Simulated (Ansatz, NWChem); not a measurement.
Exact exchange and the electronic atomisation energy of CBr2F2 (dibromodifluoromethane)

The species is CBr2F2 (5 atoms), meant as a singlet with charge 0. SMILES: `FC(F)(Br)Br`. Geometry: relaxed at PBE0-D4/def2-TZVP.

The electronic atomisation energy y, in eV, basis cc-pVDZ; a is the functional's share of exact exchange. Programs: Ansatz 0.2.0, NWChem 7.3.0.

```
functional  program     a  y (eV)
      TPSS   NWChem     0   15.79
       PBE   Ansatz     0   16.84
     B3LYP   Ansatz   0.2       ?
   r2SCAN0   Ansatz  0.25   14.97
      PBE0   Ansatz  0.25   15.69
     BHLYP   Ansatz   0.5   13.83
```

Problem. Fit y = c + s·a to the known rows and predict B3LYP.

Solution. 
1. Means of the 5 rows: a = 0.2000, y = 15.424.
2. Σ(Δa)² = 0.175, Σ(Δa·Δy) = -0.844, so the slope is -0.844/0.175 = -4.8229.
3. Intercept: 15.424 − (-4.8229) × 0.2000 = 16.389. The largest residual of the fit is 0.60.
4. B3LYP: 16.389 + (-4.8229) × 0.2 = 15.42 eV.

The run gave 15.18 eV, so the prediction is off by +0.24 eV, within the scatter of the fit. The rows mix families of semi-local functionals, which the line can't see. Spin-orbit coupling is left out.
